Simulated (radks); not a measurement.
Question: These are the eigenvalues of the occupied orbitals of an atom or ion with whole-number occupations (eV). Method: scalar-relativistic Kohn-Sham, PBE, spin-polarised, spherical densities, finite nucleus; Fermi nuclear charge, rms radius of each element as measured or else 0.836 A^(1/3) + 0.57 fm; computed with a radial shooting solver on a logarithmic mesh with Libxc functionals.

orbital  eigenvalue
1s down   -80794.53
1s up     -80794.53
2s up     -14300.26
2s down   -14300.00
2p up     -12374.00
2p down   -12373.79
3s up     -3415.747
3s down   -3415.650
3p up     -2856.718
3p down   -2856.608
3d up     -2258.496
3d down   -2258.307
4s up     -782.8269
4s down   -782.5764
4p up     -599.4177
4p down   -599.1855
4d up     -378.9119
4d down   -378.6418
5s up     -161.2225
5s down   -159.4714
4f up     -134.1258
4f down   -133.7376
5p up     -112.1693
5p down   -110.0192
5d up      -56.0408
5d down    -53.6457

Which element is it, and in what charge state? The configuration may be excited. Open shells, if any, are filled with parallel spins first.

Answer: Z = 79, gold, charge +4: Au4+ in [Xe] 4f14 5d7. The list shows which subshells hold electrons but not how many an open one holds; the 1s level, -2969.1 hartree, gives Z - s = 77.1 by -(Z - s)^2/2, which with screening and relativity narrows Z to a few neighbours, and the depths of the outer levels then fix element, charge and occupations together.
